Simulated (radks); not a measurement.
Task: Valence configurations of W2+ (all share [Xe]). Method: Dirac Kohn-Sham, LDA (Slater exchange, Perdew-Wang correlation), spin-unpolarised, spherical densities, finite nucleus; open shells fill j = l - 1/2 first; Fermi nuclear charge, rms radius 5.3658 fm; computed with a radial shooting solver on a logarithmic mesh with Libxc functionals. Order these by energy: 4f13.5 5d4 6s0.5; 4f14 5d3 6s1; 4f13.5 5d4.5; 4f13 5d4 6p1; 4f13 5d4 6s1; 4f14 5d4; 4f14 5d3 6p1; 4f12 5d4 6s2; 4f12 5d4 6p2; 4f14 5d3.5 6s0.5.

Result: From the lowest, in eV above it: 4f14 5d4 0.000; 4f14 5d3.5 6s0.5 0.571; 4f14 5d3 6s1 1.371; 4f14 5d3 6p1 7.228; 4f13.5 5d4.5 15.190; 4f13.5 5d4 6s0.5 15.577; 4f13 5d4 6s1 33.847; 4f13 5d4 6p1 39.891; 4f12 5d4 6s2 78.983; 4f12 5d4 6p2 92.094. NIST lists [Xe] 4f14 5d4 as the ground configuration; this level of theory agrees among the configurations tried. The energies are those of spherical spin-averaged densities, not of single terms.
